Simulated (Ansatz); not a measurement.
Geometry optimisation, UKS PBE0-D4/def2-SVP in Ansatz 0.2.0.

Input file:

```yaml
crystal:
  periodic: [false, false, false]
  atoms:
    - { symbol: B, position_ang: [0.0, 0.0, 0.0] }
    - { symbol: Cl, position_ang: [0.0, 0.0, 2.11] }
    - { symbol: "N", position_ang: [1.3423, 0.0, -0.775] }
    - { symbol: H, position_ang: [1.8089, -0.9179, -1.0268] }
    - { symbol: H, position_ang: [1.7937, 0.9179, -1.0532] }
    - { symbol: "N", position_ang: [-1.3423, 0.0, -0.775] }
    - { symbol: H, position_ang: [-2.0112, -0.8164, -0.6764] }
    - { symbol: H, position_ang: [-1.5914, 0.8164, -1.4036] }
    - { symbol: Cl, position_ang: [0.0, 0.0, 4.45] }
magnetization:
  spin_polarized: true
  initial_magnetization: 1
basis:
  gaussian: { orbitals: def2-SVP }
hamiltonian:
  xc: pbe0
  dispersion: d4
relax:
  f_tol: 0.15
  max_steps: 25
  restrain:
    - { distance: [1, 8], at: 2.04, k: 30.0 }
    - { distance: [0, 1], at: 3.06, k: 30.0 }
```

Run as:

```bash
$ ansatz run input.yaml --threads 4 --pin off --max-ram 5120MiB --backend cpu --events-out ev --progress --plain --runs-dir out
```

Where does it end, and by what steps?

The forces met the threshold. The restraints hold the end off the free minimum; the threshold counts their pulls, which the force column leaves out. Restrained pairs: Cl2–Cl9 (2.34 → 2.08 Å), B1–Cl2 (2.11 → 3.03 Å). After 11 steps the energy has fallen by 0.585 eV (the restraints' own energy left out); H5 moved furthest, 1.11 Å.

```csv
step,energy less start (eV),largest force component (eV/Å),accepted
0,0.0000,3.987,yes
1,0.2190,3.572,yes
2,0.4414,3.258,yes
3,0.0753,1.976,yes
4,-0.1512,1.837,yes
5,-0.2742,1.915,yes
6,-0.4039,1.830,yes
7,-0.4855,1.798,yes
8,-0.5424,1.857,yes
9,-0.5488,1.843,yes
10,-0.5642,1.908,yes
11,-0.5853,1.882,yes
```

```xyz
9
Properties=species:S:1:pos:R:3
B 0.036 0.014 -0.392
Cl -0.030 -0.298 2.625
N 1.308 0.057 -0.935
H 2.138 -0.090 -0.378
H 1.498 0.278 -1.907
N -1.266 0.122 -0.843
H -2.048 0.109 -0.202
H -1.528 0.227 -1.818
Cl -0.108 -0.418 4.700
```

Run time: 18 s on 4 threads of Intel(R) Xeon(R) Platinum 8488C (Sapphire Rapids), with other jobs on the host, peak memory 0.31 GiB.
